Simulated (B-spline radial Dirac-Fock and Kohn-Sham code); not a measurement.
## Dipole and non-dipole photoemission parameters of Sc³⁺ 3p3/2

System: scandium as Sc³⁺, [Ne] 3s2 3p6; threshold 71.82 eV (orbital energy of the model). The computed values come from a radial finite-basis atomic code: Dirac-Hartree-Slater photoionisation with a Latter tail; cross sections with all multipoles, angular parameters from the dipole term and its interference with E2.

Input of the calculation (task.json; shells as n, l, electrons):

```json
{"items": [{
  "Z": 21,
  "q": 3,
  "cfg": [[1, 0, 2], [2, 0, 2], [2, 1, 6], [3, 0, 2], [3, 1, 6]],
  "A": 45,
  "rrms": 3.5459,
  "do": "xps",
  "hv": [60, 67.4, 94.2, 150, 307.0, 339.0, 397.0, 463.0, 464.0, 600, 669.0, 721.0, 752.0, 957.0, 1720.0, 1810.0, 2000, 2260.0, 2340.0, 2910.0, 4000, 4060.0, 4160.0, 4180.0, 5040.0, 5240.0, 8047.8, 9251.7, 13400.0, 15000]
}]}
```

Launch: `python xray2_run.py task.json out`

| hν (eV) | σ (kb) | β | γ | δ |
| --- | --- | --- | --- | --- |
| 94.2 | 963 | 0.725 | 0.115 | 0.008 |
| 150 | 761 | 1.385 | 0.006 | -0.002 |
| 307 | 258 | 1.629 | 0.010 | 0.004 |
| 339 | 214 | 1.634 | 0.026 | 0.005 |
| 397 | 156 | 1.633 | 0.058 | 0.006 |
| 463 | 113 | 1.623 | 0.094 | 0.007 |
| 464 | 112 | 1.623 | 0.095 | 0.007 |
| 600 | 63.2 | 1.590 | 0.172 | 0.010 |
| 669 | 48.9 | 1.569 | 0.209 | 0.011 |
| 721 | 40.8 | 1.554 | 0.235 | 0.013 |
| 752 | 36.8 | 1.544 | 0.250 | 0.013 |
| 957 | 20.1 | 1.483 | 0.342 | 0.018 |
| 1720 | 4.11 | 1.284 | 0.587 | 0.039 |
| 1810 | 3.55 | 1.264 | 0.609 | 0.042 |
| 2000 | 2.66 | 1.223 | 0.653 | 0.048 |
| 2260 | 1.85 | 1.172 | 0.705 | 0.056 |
| 2340 | 1.67 | 1.157 | 0.720 | 0.058 |
| 2910 | 0.856 | 1.060 | 0.812 | 0.075 |
| 4000 | 0.312 | 0.913 | 0.937 | 0.108 |
| 4060 | 0.298 | 0.906 | 0.943 | 0.110 |
| 4160 | 0.275 | 0.894 | 0.952 | 0.113 |
| 4180 | 0.271 | 0.892 | 0.954 | 0.113 |
| 5040 | 0.146 | 0.805 | 1.021 | 0.138 |
| 5240 | 0.129 | 0.787 | 1.035 | 0.144 |
| 8047.8 | ? | ? | ? | ? |
| 9251.7 | 0.0182 | 0.536 | 1.214 | 0.245 |
| 13400 | 0.00483 | 0.389 | 1.317 | 0.332 |
| 15000 | 0.00320 | 0.347 | 1.345 | 0.362 |

Q: Give the values at Cu Kα (8047.8 eV).

A: σ = 0.0297 kb, β = 0.595, γ = 1.172, δ = 0.216.
